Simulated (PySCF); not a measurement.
Vertical excitation energies

C5H6N2Si.
SMILES: `N#CC1=CN([SiH3])C=C1`

Level of theory: TDDFT B3LYP/def2-SVPD, vertical, gas phase, core orbitals frozen in the response (PySCF). Isolated species at its GFN2-xTB geometry, gas phase.

Q: Predict the UV-vis stick spectrum at this level.

A: 

```json
{"state": "S1", "E (eV)": "5.37", "λ (nm)": "230.7", "f": "0.0004", "main configurations (H = HOMO, L = LUMO)": "H→L+1 (94%)"}
{"state": "S2", "E (eV)": "5.69", "λ (nm)": "217.8", "f": "0.041", "main configurations (H = HOMO, L = LUMO)": "H→L (54%), H-1→L (21%), H→L+2 (16%)"}
{"state": "S3", "E (eV)": "5.90", "λ (nm)": "210.1", "f": "0.067", "main configurations (H = HOMO, L = LUMO)": "H→L+2 (37%), H→L (33%), H-1→L (26%)"}
{"state": "S4", "E (eV)": "6.06", "λ (nm)": "204.5", "f": "0.0005", "main configurations (H = HOMO, L = LUMO)": "H-1→L+1 (96%)"}
{"state": "S5", "E (eV)": "6.14", "λ (nm)": "201.9", "f": "0.0011", "main configurations (H = HOMO, L = LUMO)": "H→L+3 (91%)"}
{"state": "S6", "E (eV)": "6.35", "λ (nm)": "195.3", "f": "0.015", "main configurations (H = HOMO, L = LUMO)": "H→L+4 (86%)"}
{"state": "S7", "E (eV)": "6.42", "λ (nm)": "193.2", "f": "0.272", "main configurations (H = HOMO, L = LUMO)": "H-1→L (32%), H→L+2 (28%), H→L+5 (22%)"}
{"state": "S8", "E (eV)": "6.48", "λ (nm)": "191.3", "f": "0.072", "main configurations (H = HOMO, L = LUMO)": "H→L+5 (45%), H→L+7 (16%)"}
```

Triplets, Tamm–Dancoff:

```csv
state,E (eV),λ (nm),"main configurations (H = HOMO, L = LUMO)"
T1,4.01,309.0,H→L (91%)
T2,4.86,255.3,"H→L+2 (58%), H-1→L (21%)"
T3,5.17,239.8,"H-1→L (72%), H→L+2 (13%)"
```

The lowest singlet comes at 231 nm (518 kJ/mol) in the ultraviolet; it is dark (f under 0.0005); its leading configuration is HOMO→LUMO+1 (94%). The strongest level in the table is S7 at 6.42 eV (193 nm, f = 0.272). Löwdin shares by element: HOMO carbon 73% or more (atoms not listed hold the other 27%); LUMO carbon 40% or more, nitrogen 28% (atoms not listed hold the other 32%). Of the 8 states listed, 5 reach f = 0.01 and 2 stay under 0.0005. The listed states span 1.11 eV, and the widest gap between neighbours is 0.32 eV (S1 to S2). Weighted by f, the mean energy of these states is 6.28 eV. Singlets were solved by full linear response, triplets in the Tamm–Dancoff approximation.
